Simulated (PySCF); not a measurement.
## SMILES [C@@H]1(F)S[C@H]2C[C@@H]1C2(F)F, C$_{5}$H$_{5}$F$_{3}$S

Molfile (atoms numbered from 1):
```
C5H5F3S
     RDKit          3D

 14 15  0  0  0  0  0  0  0  0999 V2000
    2.3385    0.8455    0.5008 F   0  0  0  0  0  0  0  0  0  0  0  0
    1.1008    1.0585   -0.0116 C   0  0  2  0  0  0  0  0  0  0  0  0
   -0.1389    1.4361    1.3105 S   0  0  0  0  0  0  0  0  0  0  0  0
   -1.0372   -0.0389    0.7270 C   0  0  1  0  0  0  0  0  0  0  0  0
   -0.9905    0.1129   -0.8020 C   0  0  0  0  0  0  0  0  0  0  0  0
    0.5111   -0.1947   -0.6440 C   0  0  2  0  0  0  0  0  0  0  0  0
    0.0842   -1.0689    0.5509 C   0  0  0  0  0  0  0  0  0  0  0  0
    0.9399   -1.3062    1.5567 F   0  0  0  0  0  0  0  0  0  0  0  0
   -0.3718   -2.2892    0.1696 F   0  0  0  0  0  0  0  0  0  0  0  0
    1.1789    1.9074   -0.6980 H   0  0  0  0  0  0  0  0  0  0  0  0
   -1.9382   -0.2492    1.2889 H   0  0  0  0  0  0  0  0  0  0  0  0
   -1.2529    1.0882   -1.2028 H   0  0  0  0  0  0  0  0  0  0  0  0
   -1.5275   -0.6776   -1.3209 H   0  0  0  0  0  0  0  0  0  0  0  0
    1.1030   -0.6245   -1.4472 H   0  0  0  0  0  0  0  0  0  0  0  0
  1  2  1  0
  2  3  1  0
  3  4  1  0
  4  5  1  0
  5  6  1  0
  6  7  1  0
  7  8  1  0
  7  9  1  0
  6  2  1  0
  7  4  1  0
  2 10  1  6
  4 11  1  1
  5 12  1  0
  5 13  1  0
  6 14  1  6
M  END
```

Method used: TDDFT B3LYP/def2-SVPD circular dichroism and optical rotation, one conformer, gas phase (PySCF). Geometry: GFN2-xTB.

States above about 6.9 eV lie in this functional's continuum (it starts at minus the energy of the highest occupied orbital, well below the true ionisation energy for most functionals) and depend on the basis.

(1) Draw the ECD and absorption spectra from the lowest 8 states, each a Gaussian of half-width 0.35 eV at 1/e height.

Answers

(1) 
```
E (eV)  λ (nm)  Δε (L mol⁻¹ cm⁻¹)  ε (L mol⁻¹ cm⁻¹)
  4.46     278              -0.33              4.09
  4.61     269              -0.92              11.6
  4.76     260              -1.81              22.7
  4.91     252              -2.46              30.8
  5.06     245              -2.31                29
  5.21     238              -1.51              19.1
  5.36     231              -0.67              10.9
  5.51     225              -0.17              19.3
  5.66     219              +0.18              82.7
  5.81     213              +0.77               282
  5.96     208              +1.89               676
  6.11     203              +3.20              1140
  6.26     198              +3.67              1370
  6.41     193              +2.49              1270
  6.56     189              +0.01              1110
  6.71     185              -2.09              1210
  6.86     181              -1.58              1510
  7.01     177              +2.17              1830
  7.16     173              +6.64              2050
  7.31     170              +8.51              2100
```
Δε uses R in velocity form, ε uses f in length form. Only the states computed contribute, so the short-wavelength end is incomplete.
